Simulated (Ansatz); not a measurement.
Reaction (cleavage of the Al–Al bond): `C[BH][AlH][AlH2]` + `C/C=C/N` → `C/C=C\[NH][AlH2]` + `C[BH][AlH2]`

Isolated molecules relaxed with PBE0-D4/def2-TZVP in Ansatz; ΔE leaves out vibrations. CCSD(T)/CBS adds triple-zeta CCSD(T) − MP2 to the extrapolated MP2 energy (def2 sets, frozen cores). Double bonds are as drawn, so ΔE can hold a change between cis and trans. One conformer a species, not always the lowest.

`C[BH][AlH][AlH2]`:

```xyz
11

C     0.102    2.105    0.680
B     0.088    0.615    1.142
Al   -0.838   -1.026    0.165
Al    0.296   -2.393   -1.724
H     1.105    2.245    0.241
H    -0.622    2.402   -0.079
H     0.066    2.810    1.517
H     0.750    0.373    2.122
H    -2.307   -1.472    0.628
H     1.220   -3.662   -1.428
H     0.140   -1.998   -3.264
```

`C/C=C/N`:

```xyz
11

C    -0.824   -1.503    0.078
C     0.208   -0.437    0.225
C     0.086    0.790   -0.278
N     1.049    1.790   -0.267
H    -1.164   -1.877    1.049
H    -1.700   -1.130   -0.459
H    -0.442   -2.368   -0.476
H     1.120   -0.697    0.761
H    -0.819    1.062   -0.818
H     1.802    1.642    0.388
H     0.684    2.727   -0.203
```

`C/C=C\[NH][AlH2]`:

Z-matrix (Å, degrees):
```
C
C 1 1.496
H 1 1.097 2 112.1
H 1 1.090 2 111.3 3 -119.8
H 1 1.097 2 112.1 3 120.4
C 2 1.336 1 123.8 3 -60.1
H 2 1.083 1 118.6 3 119.9
N 6 1.386 2 125.7 1 0.0
H 6 1.086 2 119.8 1 -180.0
Al 8 1.784 6 128.3 2 -180.0
H 8 1.011 6 112.3 2 0.0
H 10 1.581 8 116.4 6 -180.0
H 10 1.580 8 117.4 6 0.0
```

`C[BH][AlH2]`:

```xyz
9

C     1.201    0.734   -0.363
B     0.345   -0.299    0.429
Al   -1.699   -0.790    0.097
H     0.843    1.033   -1.349
H     2.267    0.491   -0.413
H     1.144    1.635    0.276
H     0.901   -0.817    1.367
H    -2.883    0.052    0.758
H    -2.120   -2.039   -0.803
```

```csv
species,CCSD/CBS(def2) energy (Eh)
`C[BH][AlH][AlH2]`,-551.00414
`C/C=C/N`,-173.02010
`C/C=C\[NH][AlH2]`,-415.65632
`C[BH][AlH2]`,-308.40531
```

Work out ΔE.

ΔE = (-415.65632) + (-308.40531) − (-551.00414) − (-173.02010) = -0.03739 Eh = -1.02 eV. CCSD(T)/CBS gives -1.02 eV.

Largest T1 diagnostic among the species: 0.013.

The D4 term adds −0.06 eV with B3LYP and −0.03 eV with PBE0; it sums over pairs of atoms, weighted by their polarisabilities, and B3LYP, whose exchange is more repulsive, gets the larger term. From PBE to PBE0 (25 % exact exchange), in def2-TZVPP and without D4, ΔE moves by −0.04 eV.

B3LYP here is the variant with VWN-RPA as its local correlation; programs differ in this.
